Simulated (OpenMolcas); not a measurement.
# neutral germanium: effect of the IPEA shift

```yaml
Program: OpenMolcas
Basis: ANO-RCC-VTZP [6s5p3d1f]
Scalar_Hamiltonian: DKH2, point nucleus
Active_space: 4 electrons in 4 orbitals (4s 4p)
State_averaging: 2S+1 = 3 even, 3 roots; 2S+1 = 1 even, 6 roots; 2S+1 = 5 odd, 1 root; 2S+1 = 3 odd, 5 roots
Spin-orbit_coupling: RASSI with atomic mean-field integrals over the reference wave functions, term energies averaged over their components
```

Methods on the same reference wave functions:
A. CASSCF
B. SS-CASPT2, IPEA 0 Eh, imaginary shift 0.1 Eh (closed shells correlated: 3d)
C. SS-CASPT2, IPEA 0.25 Eh, imaginary shift 0.1 Eh (closed shells correlated: 3d)

Energies in cm⁻¹ above 4s² 4p² ³P₀, the measured ground level; measured values from NIST Handbook of Basic Atomic Spectroscopic Data.

| Level | A | B | C | Measured |
| --- | --- | --- | --- | --- |
| 4s² 4p² ³P₀ | 0.0 | 0.0 | 0.0 | 0.0 |
| 4s² 4p² ³P₁ | 493 | 488 | 491 | 557 |
| 4s² 4p² ³P₂ | 1275 | 1266 | 1264 | 1410 |
| 4s² 4p² ¹D₂ | 9611 | 8890 | 8240 | 7125 |
| 4s² 4p² ¹S₀ | 17218 | 18290 | 17720 | 16367 |
| 4s 4p³ ⁵S°₂ | 30558 | 38680 | 37950 | 41927 |

Deviations, from unrounded energies. A percentage is the sum of absolute deviations over the sum of measured energies, with the sign that they share, or ± where signs differ.

| Against measurement | Levels | A | B | C |
| --- | --- | --- | --- | --- |
| mean absolute deviation (cm-1) | 5 | 3000 | 1400 | 1300 |
| fine structure of the ground term (%) | 2 | -10.1 | -10.8 | -10.8 |
| other terms of the ground configuration (%) | 2 | +14.2 | +15.7 | +10.5 |
| other configurations (%) | 1 | -27.1 | -7.8 | -9.5 |

C lies closest to measurement on these levels and A furthest from it. The largest miss of C in the table is 4s 4p³ ⁵S°₂, by -4000 cm-1. The ranking rests on the paired levels alone, and a cruder setting can come out closer through cancelling errors.

Between B and C the level of the table that moves most is 4s 4p³ ⁵S°₂, by 720 cm-1 (lowest in C, highest in B). Moves below CASPT2's spread within the term are not significant.

From A to B the spin-free energies of the other terms of 4s² 4p² shown, above ³P, scale by factors of 0.92 to 1.07.

The lowest spin-free term lies below A's lowest term by 0.445 hartree in B, 0.437 hartree in C.

CASPT2 does not keep the components of a term degenerate, so their means are used; among the terms shown or strongly mixed into the levels shown the widest spread is 10 cm-1 (4s² 4p² ¹D, B). Over all roots computed the reference weight is 0.86 to 0.95 in B, 0.90 to 0.96 in C; the roots of lowest weight are the least certain, and an intruder state may touch them. Terms of s pⁿ other than that of highest spin mix with s² pⁿ⁻² d, which this space lacks; all of them can be thousands of cm-1 off, and some have no real level of that name. Without dynamic correlation excited terms often stand tens of per cent too high (terms of higher spin than the ground term too low), and those without a measured partner can miss by more than the paired ones (holds for A). Some terms miss by over 15 % even with CASPT2, which points to a basis or an active space too small for the shells correlated (holds for B; C). Measured partners are found by configuration, term and J. A level has none where our copy of the source lacks it or the pairing is in doubt (some pairs that miss far off the trend of their configuration count as doubtful), and it then counts in no deviation. Levels of configurations outside the active space are missing. Levels that lie high or do not pair safely by name in every column are left out.

° marks odd parity.
